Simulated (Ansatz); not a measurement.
Cd₁₀Te₁₀H₃₀. Total charge 0; singlet. Geometry PBE-D4/def2-SVP, basis def2-TZVP, Ansatz.

Cartesian coordinates in Å:
```
Cd 2.618 2.195 2.069
Cd 1.259 -3.556 4.046
Cd -1.485 3.337 1.738
Cd -4.424 -2.078 2.392
Cd 3.984 -3.043 1.772
Cd 1.213 2.918 -1.971
Cd 1.957 -2.876 -3.896
Cd -0.290 -1.217 0.023
Cd -4.907 -0.090 -0.525
Cd -0.927 -1.007 -4.810
Te 2.009 -0.315 3.749
Te 4.553 0.495 0.461
Te 0.376 1.612 0.416
Te -1.263 -2.482 2.390
Te -3.188 1.027 2.813
Te -3.243 3.307 -0.717
Te 2.110 -2.553 -0.721
Te 2.355 0.402 -3.316
Te -1.135 2.642 -3.908
Te -2.260 -0.830 -1.978
H 3.258 3.515 2.930
H 2.250 -3.805 2.633
H 0.636 -3.639 5.614
H -1.384 4.703 2.747
H -4.874 -2.517 3.959
H -4.479 -1.694 0.688
H 3.857 -1.336 2.290
H 4.935 -4.402 1.397
H 2.148 4.323 -2.239
H 3.494 -3.439 -4.305
H 0.259 -2.469 -3.956
H -4.157 1.219 0.464
H -6.205 -0.525 -1.538
H 0.129 0.408 -4.466
H -2.026 -1.777 -5.856
H 3.306 -0.207 4.813
H 1.034 0.495 4.902
H 5.821 0.595 1.557
H 5.183 1.855 -0.355
H -1.388 -3.903 1.499
H -2.742 1.192 4.460
H -4.534 1.987 3.113
H -4.723 3.876 -0.159
H -2.843 4.907 -1.187
H 1.335 -4.036 -0.554
H 3.976 0.639 -2.797
H 2.727 1.229 -4.734
H -0.061 3.071 -5.131
H -1.539 4.296 -3.746
H -2.703 -2.448 -2.071
```

| run | HOMO (eV) | LUMO (eV) |
| --- | --- | --- |
| A | -5.93 | -2.80 |
| B | -6.26 | -2.58 |
| C | -5.70 | -2.93 |
| D | -6.63 | -2.23 |

In the def2 sets Cd, Te take a core potential; there is no spin–orbit coupling. HSE06 is defined as in plane-wave codes, on full-range PBE exchange. Single mean-field runs in def2-TZVP are fitted with def2-universal-jkfit.

Task: The runs used HSE06, PBE, PBE0, r2SCAN. Estimate which is which.

Result: A r2SCAN (0 % exact exchange); B HSE06 (range-separated); C PBE (0 % exact exchange); D PBE0 (25 % exact exchange). Exact exchange lowers occupied and raises empty levels; among semilocal functionals meta-GGAs tend to open the gap a little, and such runs are hard to tell apart. The gap grows from 2.77 eV (PBE) to 4.40 eV (PBE0).
